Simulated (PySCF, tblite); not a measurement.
What does the GFN2-xTB structure of `C1=CP1n1cccc1` look like in three dimensions?

Z-matrix in Å and degrees, rows numbered from 1:
```
C 
C   1  1.3144
P   2  1.8225  1   68.88
N   3  1.7434  1  101.63  2   -94.50
C   4  1.3716  3  121.64  1  -156.86
C   5  1.3619  4  109.08  3  -179.95
C   6  1.4137  5  106.91  4     0.02
C   7  1.3628  6  107.31  5    -0.01
H   1  1.0682  2  143.96  3  -179.34
H   2  1.0682  1  144.01  3   179.53
H   5  1.0735  4  120.21  3     0.15
H   6  1.0724  5  126.66  4  -179.93
H   7  1.0726  6  126.44  5   179.97
H   8  1.0726  4  121.17  3    -0.08
```

The 3-membered ring C1–C2–P3 has internal angles of 42.3° to 68.9°. P3 (three-coordinate phosphorus) is pyramidal (angles 101.6°, 101.6° and 42.3°, sum 245.5°, 1.08 Å off the plane of its three neighbours). The 5-membered ring N4–C5–C6–C7–C8 has internal angles of 106.9° to 109.1° (sum 540°, against 540° for a flat polygon); it is planar, 0.00 Å rms from its mean plane, widest ring torsion 0°. N4 (pyrrole-type nitrogen) is planar (angles 130.5°, 121.6° and 107.8°, sum 360.0°, 0.00 Å off the plane of its three neighbours).

Computed geometry: GFN2-xTB, gas phase.

Its lowest GFN2-xTB frequency is 11 cm⁻¹, too small to tell a flat minimum from a shallow saddle. One conformer, not necessarily the lowest (C2–P3–N4–C5 160°).
